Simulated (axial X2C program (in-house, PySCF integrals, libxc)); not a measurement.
CuB: properties at the nuclei

Calculated with an in-house all-electron X2C program for linear molecules (integrals from PySCF): two-component X2C with atomic mean-field Coulomb and Gaunt terms, Gaussian nuclei, basis Cu dyall-cv3z, B dyall-v3z with contracted cores.

R = 1.915 Å (near the PBE0 minimum at charge 0 of the determinant lowest at the starting distance; the state shown can have its own minimum elsewhere).

Input and command:
```json
{"zs": [29, 5], "q": 0, "bas": ["dyall-cv3z", "dyall-v3z"], "r0": 1.97, "levels": ["PBE0", "HF", "PBE50", "B3LYP", "r2SCAN"], "nst": 3}
```
```bash
python soeom.py task.json out
```

Keys: zs atomic numbers; q charge; bas basis sets; r0 starting distance in Å; levels methods; nst determinants followed.

Determinant lowest in the PBE0 search, Ω = 0 (closed shell), highest spinor 56% B p, 27% Cu s, 8% B s:

```
 level  qzz Cu (a.u.)  qzz B (a.u.)  μ (D)
  PBE0           0.62         -0.57  -1.79
 PBE50           0.30         -0.61  -2.48
 B3LYP           0.71         -0.58  -1.53
r2SCAN           0.75         -0.52  -1.42
```

Determinant 0.58 eV from it at PBE0 and this distance, Ω = 2 (⟨Sz⟩ = 1.00, ⟨Lz⟩ = 1.00 at PBE0), spin on the atoms Cu 0.24, B 0.76:

| level | Eeff magnitude (GV/cm) | Ws magnitude Cu (kHz) | Ws magnitude B (kHz) | A∥/gI Cu (MHz) | qzz Cu (a.u.) | A∥/gI B (MHz) | qzz B (a.u.) | μ (D) |
| --- | --- | --- | --- | --- | --- | --- | --- | --- |
| PBE0 | 0.00133 | 0.00345 | 0.00133 | 631 | 0.57 | 86.5 | -0.09 | -2.47 |
| HF | 0.331 | 0.0699 | 0.00152 | 426 | -0.26 | 79.1 | -0.18 | -3.86 |
| PBE50 | 0.186 | 0.0364 | 0.00138 | 577 | 0.26 | 80.1 | -0.12 | -3.01 |
| B3LYP | 0.048 | 0.0147 | 0.00132 | 675 | 0.68 | 94.7 | -0.08 | -2.22 |
| r2SCAN | 0.226 | 0.0501 | 0.00135 | 658 | 0.77 | 102 | -0.08 | -2.12 |

Eeff is the effective electric field on the electron electric dipole moment in this Ω state and Ws the scalar–pseudoscalar constant of the nucleus named (defined with the proton number Z and per Ω); A∥ (defined per Ω) follows by multiplying with gI = μI/(I μN); qzz is the electric field gradient, eQq0 = 234.96 MHz × Q/barn × qzz; μ is positive if the B end (last atom) is positive. The operators were transformed with the bare-nucleus X2C matrices; with these basis sets, hyperfine constants and field gradients can be off by tens of per cent, and where levels differ in sign neither size nor sign is settled.

**Question.** With Q(11B) = 0.04059 barn (Q from Pyykkö, Mol. Phys. 2018), turn the PBE0 values of the first state into constants in MHz.

**Answer.** eQq0(11B) = 234.96 × (0.04059) × (-0.57) = -5.44 MHz.

Each state is one determinant with collinear spin, which with several unpaired electrons need not be a pure state. Unrestricted Hartree–Fock can overshoot spin polarisation at the nuclei. In the state Ω = 2 the sign of Eeff differs between levels (B3LYP, r2SCAN against PBE0). With several open shells hyperfine constants can be off by a factor of several. Where Eeff spreads by more than a factor of two the levels disagree and none is to be relied on. Open-shell Ω = 0 determinants with evenly filled partner blocks cannot be reached by this program, so the Ω shown need not be the lowest component. Left out as unconverged or as another state under the same occupation: HF in at least one table. The search compared states at one distance, so a state with another bond length can lie lower. The sign of Ws at Cu differs between levels in the second state. Further determinants of the search, some of them spin-mixed, are not shown. Where a field gradient or hyperfine factor spreads by more than a factor of two over the levels, a constant derived from it is not to be relied on. PBE0 term energies can be off by some tenths of an eV.
